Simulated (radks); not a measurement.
Values are calculated unless marked as measured or tabulated.
Question: Numerical settings for neutral osmium, [Xe] 4f14 5d6 6s2. Level of theory: Dirac Kohn-Sham, BLYP, spin-unpolarised, spherical densities, point nucleus; open shells fill j = l - 1/2 first (a radial shooting solver on a logarithmic mesh with Libxc functionals). The defaults (mesh step 0.008 in ln r, mesh end at 40 bohr or more with all orbitals vanishing there, Anderson mixing 0.5 over 9 steps, residual threshold near 1e-9 with the energy settled to 1e-9 hartree or 1e-11 of itself, here a cap of 58 iterations) give E = -17282.825 hartree and 5d5/2 at -5.525 eV in 15 iterations. Run on one thread of a shared host, so times are rough (Arm Neoverse N1): 0.26 s of CPU time, 0.26 s wall, 15 iterations on 2728 mesh points. One setting is changed at a time: mesh step in ln r 0.012; mesh step in ln r 0.03; mesh step in ln r 0.08; mesh end (bohr) 12; mesh end (bohr) 2; residual threshold 0.01; residual threshold 1e-05; mixing 0.05; linear mixing, mixing 0.05; linear mixing, mixing 1; mixing history 2; iteration cap 5. Which runs fail to converge, and which converge to a wrong energy?

Answer: Not converged within the cap: mesh step in ln r 0.08; mesh end (bohr) 2; linear mixing, mixing 0.05; linear mixing, mixing 1; iteration cap 5. No run marked as converged misses the energy by more than 1 mhartree.
